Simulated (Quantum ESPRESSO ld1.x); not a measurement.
Fractional charge and spin in the 4d shell of technetium: the spin-up occupation runs from 2 to 3 and the spin-down occupation from 1 to 2; the fullest corner is Tc+, [Kr] 5s(up 0.5, down 0.5) 4d(up 3, down 2). All-electron calculation, scalar-relativistic Kohn-Sham, LDA (Slater exchange, Perdew-Wang correlation), spin-polarised, spherical densities, point nucleus. Program: ld1.x of Quantum ESPRESSO 7.5. Energy (eV) above the fullest corner. The planes named below are the two flat planes that join the four corners, with an edge along up + down = one added electron.

| down \ up | 2 | 2.5 | 3 |
|---|---|---|---|
| 1 | 52.222 | 34.224 | 19.429 |
| 1.5 | 34.581 | 19.939 | 8.321 |
| 2 | 20.108 | 8.641 | 0.000 |

Corners above the fullest one (they belong to Tc2+ and the next ion): (up 3, down 1) 19.429 eV, (up 2, down 2) 20.108 eV, (up 2, down 1) 52.222 eV. With half an added electron in each spin the energy lies 0.170 eV from the planes, and with half an added electron in spin up alone -1.602 eV. The planes are only a guide here: the flat-plane condition holds for ground states with one frontier orbital, while this shell lies below other occupied shells, so the corners above the fullest one are inner-hole states and not the ground states of those ions.
